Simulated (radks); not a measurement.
Task: Method: non-relativistic Kohn-Sham, LDA (Slater exchange, VWN5 correlation), spin-unpolarised, spherical densities, point nucleus; computed with a radial shooting solver on a logarithmic mesh with Libxc functionals. Response by self-consistent Sternheimer equations with the Hartree and adiabatic LDA kernel. Estimate the static dipole polarisabilities of Br ([Ar] 3d10 4s2 4p5) and Te+ ([Kr] 4d10 5s2 5p3) and the C6 coefficients of the three pairs.

Result: alpha = 22.22 and 23.68 bohr^3; C6 = 180.2 (Br-Br), 191.4 (Br-Te+), 203.4 (Te+-Te+) hartree bohr^6.
